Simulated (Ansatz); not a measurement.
Relaxation of AlH7O2Sn (11 atoms, charge 0, multiplicity 1), to a largest force component of 0.03 eV/Å in at most 50 steps.

The calculation used Ansatz 0.2.0, RKS BLYP/def2-SVP.

```xyz
11
Properties=species:S:1:pos:R:3
Sn -0.122 0.201 -0.037
O -0.076 0.141 1.954
H -0.927 -0.144 2.345
H 1.516 0.419 -0.512
H -1.113 1.572 -0.474
H -0.868 -1.251 -0.655
O 1.512 -2.227 1.166
Al 0.575 -3.653 0.889
H 1.120 -4.605 -0.256
H -0.727 -3.935 1.765
H 1.313 -1.567 1.877
```

Where does it end, and by what steps?

The forces met the threshold. After 40 steps the energy has fallen by 0.191 eV; H10 moved furthest, 1.91 Å.

```
step  energy less start (eV)  largest force component (eV/Å)  accepted
   0                  0.0000                           1.021       yes
   2                 -0.0923                           0.546       yes
   4                 -0.1433                           0.228       yes
   6                 -0.1656                           0.177       yes
   8                 -0.1728                           0.091       yes
  10                 -0.1758                           0.144       yes
  12                 -0.1769                           0.124       yes
  14                 -0.1780                           0.036       yes
  16                 -0.1792                           0.070       yes
  18                 -0.1807                           0.079       yes
  20                 -0.1822                           0.040       yes
  22                 -0.1829                           0.083        no
  24                 -0.1845                           0.067       yes
  26                 -0.1857                           0.076       yes
  28                 -0.1862                           0.128        no
  30                 -0.1880                           0.137       yes
  32                 -0.1890                           0.093       yes
  34                 -0.1898                           0.076       yes
  36                 -0.1901                           0.083        no
  38                 -0.1909                           0.058       yes
  40                 -0.1911                           0.018       yes
```

```xyz
11
Properties=species:S:1:pos:R:3
Sn -0.016 0.646 -0.156
O -0.327 -0.144 1.720
H -1.236 0.039 2.033
H 1.680 0.459 -0.372
H -0.485 2.317 -0.030
H -1.003 -0.186 -1.308
O 0.431 -2.544 0.776
Al 0.886 -4.133 1.236
H 1.420 -5.060 0.059
H 0.752 -4.635 2.747
H 0.100 -1.807 1.357
```

Whether the end is a true minimum wasn't checked by a vibrational analysis.

Time of the run: 100 s on 2 threads of Arm Neoverse V1, with other jobs on the host, peak memory 0.14 GiB.
